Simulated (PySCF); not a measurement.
The second ionisation energy along group 15

All values are computed (PySCF 2.14, energy differences of UHF-based or UKS calculations, no spin-orbit coupling). Values in eV. The last column holds reference values (NIST; (s) semi-empirical, (t) theoretical, else measured). Unmarked ones compare directly (S terms, centres of terms, or small fine structure); those marked * lie between the lowest fine-structure levels and include a spin-orbit shift.

```
                                                                              element                                   configurations  MP2 (valence)  SCS-MP2 (valence)  CCSD(T) (valence)  CCSD (valence and next inner shell)  CCSD(T) (valence and next inner shell)     PBE         reference
    N (x2c-TZVPPall with one added diffuse shell each of s, p, d type, spin-free X2C)                      [He] 2s2 2p2 → [He] 2s2 2p1         29.613             29.479             29.474                               29.480                                  29.494  29.894      29.601 (s) *
    P (x2c-TZVPPall with one added diffuse shell each of s, p, d type, spin-free X2C)                      [Ne] 3s2 3p2 → [Ne] 3s2 3p1         19.597             19.506             19.671                               19.637                                  19.669  19.776      19.769 (s) *
   As (x2c-TZVPPall with one added diffuse shell each of s, p, d type, spin-free X2C)            [Ar] 3d10 4s2 4p2 → [Ar] 3d10 4s2 4p1         18.310             18.236             18.369                               18.416                                  18.445  18.484          18.589 *
Sb (x2c-TZVPPall with one added diffuse shell each of s, p, d, f type, spin-free X2C)            [Kr] 4d10 5s2 5p2 → [Kr] 4d10 5s2 5p1         16.304             16.241             16.358                               16.444                                  16.467  16.463  16.626 ± 0.025 *
Bi (x2c-TZVPPall with one added diffuse shell each of s, p, d, f type, spin-free X2C)  [Xe] 4f14 5d10 6s2 6p2 → [Xe] 4f14 5d10 6s2 6p1         15.613             15.555             15.664                               15.742                                  15.765  15.815          16.703 *
```

For Bi a determinant mixes LS terms or the coupling is close to jj, so these rows are model values.

"Valence" correlates the outer s and p shells and, in groups 3 to 12 and the f block, the outer d or f shell, open or full, or the next shell where the ion has no valence electron left; the wider scheme adds the next inner shell.
